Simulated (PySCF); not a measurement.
BeBr2, SMILES [Be]([Br])[Br]. The structure is a stationary point at B3LYP-D3(BJ)/def2-TZVP.

### Question
Give the equilibrium geometry at B3LYP-D3(BJ)/def2-TZVP (PySCF confirms it by a frequency run) as bond lengths and angles, and its point group. (The exact figures need the calculation; the answer reports its results.)

### Answer
point group D∞h.
Atoms: Be1 Br2 Br3. Bonded distances (Å): Be1–Br2 1.956, Be1–Br3 1.956. Angles (°): Br2–Be1–Br3 180.0.
Charge 0, spin multiplicity 1.
